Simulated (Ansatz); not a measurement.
Two members of one family ((PbS)n off), computed with Ansatz in the gas phase; def2 core potentials for Pb, no spin–orbit coupling. Binding counts from free atoms in the multiplicity of their measured ground term, without zero-point energy. The structures are stationary points that may keep the symmetry of their start.

First: Pb2S3 (singlet, charge 0, r2SCAN-D4/def2-SVP geometry).

```xyz
5

Pb    1.3861   -1.1365    0.3001
Pb   -1.3478    0.7786   -0.9380
S     0.6117    1.4634    0.9145
S     0.1150   -1.0890   -1.9398
S    -0.7650   -0.0165    1.6633
```

```
             level  HOMO (eV)  LUMO (eV)  gap (eV)  binding per atom (eV)
   PBE-D4/def2-SVP      -5.08      -2.36      2.72                   3.12
  PBE-D4/def2-TZVP      -5.17      -2.44      2.73                   3.17
B3LYP-D4/def2-TZVP      -5.96      -2.04      3.92                   2.92
  PBE0-D4/def2-SVP      -6.14      -1.78      4.37                   2.91
 PBE0-D4/def2-TZVP      -6.19      -1.83      4.36                   2.98
```

Second: Pb4S3 (singlet, charge 0, r2SCAN-D4/def2-SVP geometry).

Cartesian coordinates in Å:
```
Pb -1.495 0.963 -1.087
Pb -0.359 -0.714 2.143
Pb 1.995 1.025 0.447
Pb 0.925 -1.960 -0.727
S 1.026 0.416 -1.993
S -0.437 1.837 1.277
S -1.655 -1.566 -0.060
```

Question: Estimate the same table for the second.

Answer: 
```tsv
level	HOMO (eV)	LUMO (eV)	gap (eV)	binding per atom (eV)
PBE-D4/def2-SVP	-4.69	-2.48	2.21	3.28
PBE-D4/def2-TZVP	-4.71	-2.54	2.17	3.29
B3LYP-D4/def2-TZVP	-5.22	-2.10	3.12	3.07
PBE0-D4/def2-SVP	-5.39	-1.88	3.51	3.09
PBE0-D4/def2-TZVP	-5.37	-1.92	3.45	3.11
```
